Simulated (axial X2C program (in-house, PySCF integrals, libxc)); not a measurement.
# Potential curves of KTe, spin-free

All values were computed with an in-house relativistic program for diatomic molecules. Spin-free means the one-electron spin-free X2C Hamiltonian. Basis: Te dyall-v3z [11s12p8d1f], K dyall-v3z [11s12p4d2f] (cores contracted in-house); Gaussian nuclei, density fitting, unrestricted open shells. Masses: Te 129.906 u, K 38.964 u.

State: M_S = 1/2, Λ = 1 (beyond evenly filled blocks: π+α, π+β, π-α). Energies in eV from the fragments at the same level (Te + K). Fits are polynomials in 1 − R0/R over 0.85 to 1.23 times the lowest point R0.

```
 R (Å)    TPSSh       HF      MP2     BLYP
2.7657  -1.9240  -0.7208  -1.7679  -1.7499
2.8929  -2.1562  -1.0221  -1.9975  -1.9926
2.9883  -2.2558  -1.1622  -2.0923  -2.1004
3.0836  -2.3074  -1.2467  -2.1379  -2.1603
3.1790  -2.3227  -1.2884  -2.1461  -2.1841
3.2903  -2.3060  -1.2960  -2.1206  -2.1773
3.4015  -2.2626  -1.2708  -2.0678  -2.1439
3.5446  -2.1793  -1.2046  -1.9728  -2.0735
3.7194  -2.0527  -1.0908  -1.8319  -1.9629
3.9737  -1.8457  -0.8919  -1.6049  -1.7800
```

Correlated methods: 25 electrons correlated (number of frozen shells: Te 4 s, 3 p, 1 d; K 2 s, 1 p), 217 virtual spin orbitals or spinors in MP2.

The state is a single determinant with fixed occupations, the lowest that a limited PBE0 search found. De is counted from the lowest determinant-based energies of the atoms at the same level, without counterpoise correction. PBE0 can misorder states that lie within some tenths of an eV, so this need not be the ground state of the molecule. The nearest other spin-free determinant of the search, M_S = 1/2, Λ = 0, lies 0.37 eV up at the distance of the search. Without a current term, density functionals place determinants with orbital angular momentum somewhat too high. Spin-free De lacks the spin–orbit lowering of the heavy p-block atom, a tenth of an eV or more for 4p and 5p, up to an eV for 6p and one to two eV for 7p atoms, less what an open-shell molecule gains itself. MP2 and coupled cluster on one determinant become unreliable at the stretched end.

(1) What are Re, ωe and De at the TPSSh level?

(2) What are Re, ωe and De at the HF level?

(3) What are Re, ωe and De at the MP2 level?

(4) What are Re, ωe and De at the BLYP level?

Results:

(1) At TPSSh, spin-free: Re = 3.180 Å, ωe ≈ 165 cm⁻¹, De = 2.32 eV to Te + K; Be follows as 0.0556 cm⁻¹.

(2) At HF, spin-free: Re = 3.256 Å, ωe ≈ 162 cm⁻¹, De = 1.30 eV to Te + K; Be follows as 0.0531 cm⁻¹.

(3) At MP2, spin-free: Re = 3.155 Å, ωe ≈ 173 cm⁻¹, De = 2.15 eV to Te + K; Be follows as 0.0565 cm⁻¹.

(4) At BLYP, spin-free: Re = 3.211 Å, ωe ≈ 158 cm⁻¹, De = 2.19 eV to Te + K; Be follows as 0.0546 cm⁻¹.
